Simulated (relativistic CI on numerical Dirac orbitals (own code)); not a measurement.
**Zeeman pattern of Ga 4172.04 Å at 0.1 T**

Problem. The line 4s²4p ²P°3/2 – 4s²5s ²S1/2 of Ga lies at 4172.04 Å (air; NIST Handbook). Calculate its Zeeman pattern at B = 0.1 T, seen across the field, in LS coupling, and compare it with the Doppler width at an assumed gas temperature of 3000 K.

Working.
1. Landé factors g = 3/2 + [S(S + 1) − L(L + 1)]/[2J(J + 1)]: lower 1.3333, upper 2.0000.
2. The unit is μB B/hc = 0.46686 × 0.1 = 0.0467 cm⁻¹, or 8.1 mÅ at this wavelength. A component is shifted by g_u m_u − g_l m_l units. Seen across the field, the strengths for lower J and m are J² − m² (π) and ¼(J − m)(J − m − 1) (σ).
3. π components (Δm = 0), symmetric about zero, as shift (strength, strongest of all = 100): ±0.333 (100).
4. σ components with Δm = +1, mirrored for −1: 1.000 (75), 1.667 (25).
5. The centre of the σ group lies at ḡ = 1.167 units, 9.5 mÅ from the line centre.
6. The Doppler width is 7.16 × 10⁻⁷ λ √(T/M) = 19.7 mÅ (FWHM, M = 69), so the sum of Gaussians is one broadened peak; the two σ groups show as separate peaks only through a polariser.

Check. A relativistic CI calculation gives g = 1.3341 and 2.0023 for the two levels. The nearest fine-structure partner lies 826 cm⁻¹ away, 17697 Zeeman units, so the weak-field formulas hold; hyperfine structure, which matters at weak fields for isotopes with nuclear spin, is neglected.
